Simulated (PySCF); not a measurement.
## How methods differ on the excitation energy of Cr⁺

Cr⁺ [Ar] 3d5 (6S) → Cr⁺ [Ar] 3d4 4s1 (6D), as a difference of total energies. Calculation: PySCF 2.14, in def2-TZVPPD; no relativity, point nucleus. Correlated levels: valence: [Ar] frozen. The calculations carry no spin-orbit coupling.

| method | excitation energy (eV) |
| --- | --- |
| UHF | 1.028 |
| MP2 (valence) | 1.652 |
| SCS-MP2 (valence) | 1.236 |
| CCSD (valence) | 1.632 |
| CCSD(T) (valence) | 1.652 |

Q: How much does correlation contribute at CCSD(T) (valence)?

A: 1.652 − (1.028) = 0.624 eV, measured against UHF.

These non-relativistic numbers lack the scalar-relativistic shift.

Errors of the correlated levels include the incompleteness of this basis and the frozen core.

For comparison: 1.522 eV (measured; NIST levels, between the centres of gravity of the two terms).
